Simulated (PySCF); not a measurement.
Computed shifts of a molecule C₄H₇BF₂, KT2/pcSseg-1 (PySCF), GIAO, gas phase, equivalent atoms averaged, in ppm (number of nuclei): ¹⁹F: -69.6 (1), -283.0 (1). ¹³C: 90.9 (1), 42.5 (1), 28.6 (1), 22.4 (1). ¹H: 4.94 (1), 2.88 (1), 2.46 (1), 2.35 (1), 1.86 (1), 1.81 (1), 1.09 (1). References: ¹⁹F against CFCl3 (σ = 127.1 ppm); ¹¹B against BF3 (σ = 89.8 ppm); ¹³C against TMS (σ = 185.1 ppm); ¹H against TMS (σ = 31.47 ppm), references at their B3LYP-D3(BJ)/def2-TZVP geometries, non-relativistic. Coordinates come from a PBE-D3(BJ)/def2-SVP optimisation. The values are those of a single conformer.

Which molecule gave these data?
(A) FB1CCC[C@H]1F
(B) CC/C=C/B(F)F
(C) C[C@@H]1CB(F)[C@@H]1F
(D) C[C@@H]1C[C@H]1B(F)F

A, FB1CCC[C@H]1F
